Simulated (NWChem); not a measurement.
All runs are NWChem calculations. System: silicon monosulfide (SSi), charge 0, spin multiplicity 1, at a geometry optimised with PBE0/def2-SVP. Level: CCSD(T)/6-31G* (spherical d), 10 core orbitals frozen.

Part of the output:

```
             Northwest Computational Chemistry Package (NWChem) 7.3.0
             --------------------------------------------------------

                                NWChem Input Module
                                -------------------

 Scaling coordinates for geometry "geometry" by  1.889725989
 (inverse scale =  0.529177249)

 Turning off AUTOSYM since
 SYMMETRY directive was detected!

                             Geometry "geometry" -> ""
                             -------------------------

 Output coordinates in angstroms (scale by  1.889725989 to convert to a.u.)

  No.       Tag          Charge          X              Y              Z
 ---- ---------------- ---------- -------------- -------------- --------------
    1 Si                  14.0000     0.00000000     0.00000000     1.03447900
    2 S                   16.0000     0.00000000     0.00000000    -0.90517000

 Effective nuclear repulsion energy (a.u.)      61.1119350851

            Nuclear Dipole moment (a.u.)
            ----------------------------
        X                 Y               Z
 ---------------- ---------------- ----------------
     0.0000000000     0.0000000000    -0.0000264562

      Symmetry information
      --------------------

 Group name             C2v
 Group number             16
 Group order               4
 No. of unique centers     2

      Symmetry unique atoms

     1    2


 Summary of "ao basis" -> "" (spherical)
 ------------------------------------------------------------------------------
       Tag                 Description            Shells   Functions and Types
 ---------------- ------------------------------  ------  ---------------------
 *                           6-31g*                   on all atoms

 Summary of "ao basis" -> "ao basis" (spherical)
 ------------------------------------------------------------------------------
       Tag                 Description            Shells   Functions and Types
 ---------------- ------------------------------  ------  ---------------------
 Si                          6-31g*                  8       18   4s3p1d
 S                           6-31g*                  8       18   4s3p1d

                                 NWChem SCF Module
                                 -----------------

  ao basis        = "ao basis"
  functions       =    36
  atoms           =     2
  closed shells   =    15
  open shells     =     0
  charge          =   0.00
  wavefunction    = RHF
  use symmetry    = T
  symmetry adapt  = T

 Summary of "ao basis" -> "ao basis" (spherical)
 ------------------------------------------------------------------------------
       Tag                 Description            Shells   Functions and Types
 ---------------- ------------------------------  ------  ---------------------
 Si                          6-31g*                  8       18   4s3p1d
 S                           6-31g*                  8       18   4s3p1d

      Symmetry analysis of basis
      --------------------------

        a1         18
        a2          2
        b1          8
        b2          8

 Forming initial guess at       0.0s

      Superposition of Atomic Density Guess
      -------------------------------------

 Sum of atomic energies:        -686.27298848

      Non-variational initial energy
      ------------------------------

 Total energy =    -686.469993
 1-e energy   =   -1071.622190
 2-e energy   =     324.040262
 HOMO         =      -0.284476
 LUMO         =      -0.036163

      Symmetry analysis of molecular orbitals - initial
      -------------------------------------------------

 !! scf_movecs_sym_adapt:   20 vectors were symmetry contaminated

  Symmetry fudging

 !! scf_movecs_sym_adapt:   18 vectors were symmetry contaminated

  Numbering of irreducible representations:

     1 a1          2 a2          3 b1          4 b2

  Orbital symmetries:

     1 a1          2 a1          3 a1          4 a1          5 b1
     6 b2          7 a1          8 a1          9 b1         10 b2
    11 a1         12 a1         13 b2         14 b1         15 a1
    16 b2         17 b1         18 a1         19 a1         20 a1
    21 b2         22 b1         23 a1         24 b2         25 b1
[...]
              the segmented parallel ccsd program:    1 nodes
 ****************************************************************************

 level of theory    ccsd(t)
 number of core        10
 number of occupied     5
 number of virtual     21
 number of deleted      0
 total functions       36
 number of shells      16
 basis label          566

   ***** ccsd parameters *****
   iprt   =     0
   convi  =  0.100E-05
   maxit  =    60
   mxvec  =     5
 memory            104853724
  Using  1 OpenMP thread(s) in CCSD
  IO offset    20.000000000000000
  IO error message >End of File
  file_read_ga: failing reading from ./mol.t2
  Failed reading restart vector from ./mol.t2
  Using MP2 initial guess vector

-------------------------------------------------------------------------
 iter     correlation     delta       rms       T2     Non-T2      Main
             energy      energy      error      ampl     ampl      Block
                                                time     time      time
-------------------------------------------------------------------------
   1     -0.2025659225 -2.026D-01  6.517D-02     0.41     0.00     0.40
   2     -0.2110576560 -8.492D-03  1.251D-01     0.46     0.00     0.45
   3     -0.2118106382 -7.530D-04  1.523D-02     0.47     0.00     0.46
   4     -0.2135056840 -1.695D-03  3.433D-03     0.50     0.00     0.49
   5     -0.2136376428 -1.320D-04  2.123D-04     0.41     0.00     0.40
   6     -0.2136318172  5.826D-06  5.906D-04     0.47     0.00     0.46
   7     -0.2136346523 -2.835D-06  7.573D-05     0.52     0.00     0.51
   8     -0.2136354169 -7.646D-07  5.139D-05     0.49     0.00     0.48
   9     -0.2136377130 -2.296D-06  1.272D-05     0.50     0.00     0.49
  10     -0.2136371084  6.046D-07  5.865D-06     0.51     0.00     0.51
  11     -0.2136371819 -7.346D-08  2.069D-07     0.48     0.00     0.47
                  *************converged*************
-------------------------------------------------------------------------

 -----------
 CCSD Energy
 -----------
 Reference energy:            -686.439119117065275
 CCSD corr. energy:             -0.213637181858774
 Total CCSD energy:           -686.652756298924032

 --------------------------------
 Spin Component Scaled (SCS) CCSD
 --------------------------------
 Same spin contribution:                 -0.044087893279518
 Same spin scaling factor:                1.130000000000000
 Opposite spin contribution:             -0.169549288579256
 Opposite spin scaling fact.:             1.270000000000000
 SCS-CCSD correlation energy:            -0.265146915901511
 Total SCS-CCSD energy:                -686.704266032966757
 memory            104853724

*********triples calculation*********

nkpass=    1; nvpass=    1; memdrv=          15897; memtrn=         390781; memavail=      104853604
 memory available/node                      104853604
 total number of virtual orbitals        21
 number of virtuals per integral pass    21
 number of integral evaluations           1
 number of occupied per triples pass      5
 number of triples passes                 1

 commencing integral evaluation        1 at           5.74
  symmetry use  T
task         2 out of       136 done   1%  at       0.0 secs
task         7 out of       136 done   5%  at       0.1 secs
task        14 out of       136 done  10%  at       0.2 secs
task        21 out of       136 done  15%  at       0.2 secs
task        28 out of       136 done  20%  at       0.2 secs
task        34 out of       136 done  25%  at       0.3 secs
task        41 out of       136 done  30%  at       0.3 secs
task        48 out of       136 done  35%  at       0.3 secs
task        55 out of       136 done  40%  at       0.4 secs
task        62 out of       136 done  45%  at       0.4 secs
task        68 out of       136 done  50%  at       0.4 secs
task        75 out of       136 done  55%  at       0.5 secs
task        82 out of       136 done  60%  at       0.5 secs
task        89 out of       136 done  65%  at       0.5 secs
task        96 out of       136 done  70%  at       0.6 secs
task       102 out of       136 done  75%  at       0.6 secs
task       109 out of       136 done  80%  at       0.6 secs
task       116 out of       136 done  85%  at       0.6 secs
task       123 out of       136 done  90%  at       0.6 secs
task       130 out of       136 done  95%  at       0.6 secs
task       136 out of       136 done 100%  at       0.6 secs
 commencing triples evaluation - blocking       1
 ccsd(t): done        1 out of       21 progress:    4.8%
 ccsd(t): done        2 out of       21 progress:    9.5%
 ccsd(t): done        3 out of       21 progress:   14.3%
 ccsd(t): done        4 out of       21 progress:   19.0%
 ccsd(t): done        5 out of       21 progress:   23.8%
 ccsd(t): done        6 out of       21 progress:   28.6%
 ccsd(t): done        7 out of       21 progress:   33.3%
 ccsd(t): done        8 out of       21 progress:   38.1%
 ccsd(t): done        9 out of       21 progress:   42.9%
 ccsd(t): done       10 out of       21 progress:   47.6%
 ccsd(t): done       11 out of       21 progress:   52.4%
 ccsd(t): done       12 out of       21 progress:   57.1%
 ccsd(t): done       13 out of       21 progress:   61.9%
 ccsd(t): done       14 out of       21 progress:   66.7%
 ccsd(t): done       15 out of       21 progress:   71.4%
 ccsd(t): done       16 out of       21 progress:   76.2%
 ccsd(t): done       17 out of       21 progress:   81.0%
 ccsd(t): done       18 out of       21 progress:   85.7%
 ccsd(t): done       19 out of       21 progress:   90.5%
 ccsd(t): done       20 out of       21 progress:   95.2%
 ccsd(t): done       21 out of       21 progress:  100.0%
 Time for integral evaluation pass     1        0.65
 Time for triples evaluation pass      1        0.04

 pseudo-e(mp4)  -0.12257370982080E-01
 pseudo-e(mp5)   0.12848839529018E-02
        e(t)    -0.10972487029179E-01

 --------------
 CCSD(T) Energy
 --------------
 Reference energy:                    -686.439119117065275

 CCSD corr. energy:                     -0.213637181858774
 T(CCSD) corr. energy:                  -0.012257370982080
 Total CCSD+T(CCSD) energy:           -686.665013669906102

 CCSD corr. energy:                     -0.213637181858774
 (T) corr. energy:                      -0.010972487029179
 Total CCSD(T) energy:                -686.663728785953253

 routine      calls  cpu(0)   cpu-min  cpu-ave  cpu-max   i/o
 aoccsd          1     0.00     0.00     0.00     0.00    0.00
 iterdrv         1     0.00     0.00     0.00     0.00    0.00
 pampt          11     0.01     0.01     0.01     0.01    0.00
 t2pm           11     0.02     0.02     0.02     0.02    0.00
 sxy            11     0.05     0.05     0.05     0.05    0.00
 ints       201872     4.72     4.72     4.72     4.72    0.00
 t2eri        1496     0.19     0.19     0.19     0.19    0.00
 idx2         1496     0.07     0.07     0.07     0.07    0.00
 idx34          11     0.01     0.01     0.01     0.01    0.00
 ht2pm          11     0.03     0.03     0.03     0.03    0.00
 itm            11     0.05     0.05     0.05     0.05    0.00
 pdiis          11     0.00     0.00     0.00     0.00    0.00
 triples         1     0.00     0.00     0.00     0.00    0.00
 rdtrpo          1     0.00     0.00     0.00     0.00    0.00
 trpmos          1     0.65     0.65     0.65     0.65    0.00
 trpdrv          1     0.01     0.01     0.01     0.01    0.00
 dovvv        3150     0.01     0.01     0.01     0.01    0.00
 doooo        3150     0.00     0.00     0.00     0.00    0.00
 tengy        2625     0.01     0.01     0.01     0.01    0.00
 Total                 5.84     5.84     5.84     5.84    0.00

 Task  times  cpu:        6.7s     wall:        6.7s

 Total times  cpu:        6.7s     wall:        6.7s
```

Problem. Write an NWChem input that would produce this output.

Solution. This is not unique; one that fits is 
```
start mol
memory heap 100 mb stack 700 mb global 1900 mb
geometry units angstroms nocenter noautoz
  Si     0.000000     0.000000     1.034479
  S      0.000000     0.000000    -0.905170
  symmetry group C2v
end
basis spherical
  * library 6-31g*
end
scf
  rhf
  nopen 0
  maxiter 100
  thresh 1e-7
  semidirect memsize 60000000 filesize 0
end
ccsd
  freeze core 10
  maxiter 60
end
task ccsd(t) energy
```
